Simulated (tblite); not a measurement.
Distances in Å between the heavy atoms of a computed structure (GFN2-xTB; lower triangle, same order across):
```
Si1   0.00
O2    1.63  0.00
C3    2.71  1.35  0.00
C4    3.27  2.43  1.34  0.00
C5    4.72  3.64  2.31  1.49  0.00
C6    4.98  3.54  2.27  2.33  1.49  0.00
C7    4.02  2.44  1.45  2.29  2.32  1.34  0.00
```

Hydrogens: 2 on Si1, 1 on C4, 2 on C5, 1 on C6, 1 on C7.

Doublet state.

Task: Which heavy atoms are bonded, and with what formal order?

Result: Si1–O2 (single); O2–C3 (single); C3–C4 (double); C4–C5 (single); C5–C6 (single); C6–C7 (double); C3–C7 (single).

Task: Which species is it?

Result: `[SiH2]OC1=CCC=C1`, C5H7OSi.

Task: Which rings does it hold?

Result: C3–C4–C5–C6–C7 (5 members, 0.00 Å rms from planarity).

Task: Describe the place of each heavy atom.

Result: Si1: silicon bonded to O and 2 H; O2: oxygen bonded to C and Si; C3: carbon bonded to 2 C and O; C4: carbon bonded to 2 C and H; C5: carbon bonded to 2 C and 2 H; C6: carbon bonded to 2 C and H; C7: carbon bonded to 2 C and H.

Shape of the structure used: `[SiH2:1][O:2][C:3]1=[CH:4][CH2:5][CH:6]=[CH:7]1`: Si1–O2–C3–C4 0°.
